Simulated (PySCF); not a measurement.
Isomers of C5H7FO2, one GFN2-xTB conformer each. Single-point energies are computed at PBE0/pcSseg-1 (PySCF, gas phase, no added dispersion term), electronic only.

Problem. Rank them by PBE0/pcSseg-1 energy, lowest first (kJ/mol).
A. `[CH3:1]/[C:2](=[CH:3]/[CH2:4][F:5])[O:6][CH:7]=[O:8]` with C2–C3–C4–F5 -34°, C1–C2–O6–C7 131°, C2–O6–C7–O8 -7°
B. `[CH3:1][CH2:2][O:3][C:4](=[O:5])/[CH:6]=[CH:7]\[F:8]` with C1–C2–O3–C4 80°, C2–O3–C4–O5 0°, O3–C4–C6–C7 -12°

Solution. B (0.0), A (27.2).

GFN2-xTB itself gives, in the same order: 0.0, 1.8. Both levels put the same isomer lowest.

Problem. Which frontier levels, dipoles and rotational constants go with these structures?

Solution. 
```
        SMILES  HOMO (eV, PBE0/pcSseg-1)  LUMO (eV)  dipole (D)     A, B, C (MHz)
CCOC(=O)/C=C\F                     -8.06      -1.20        1.51  3609, 1349, 1060
C/C(=C/CF)OC=O                     -7.41      -0.29        2.38  2691, 1953, 1406
```
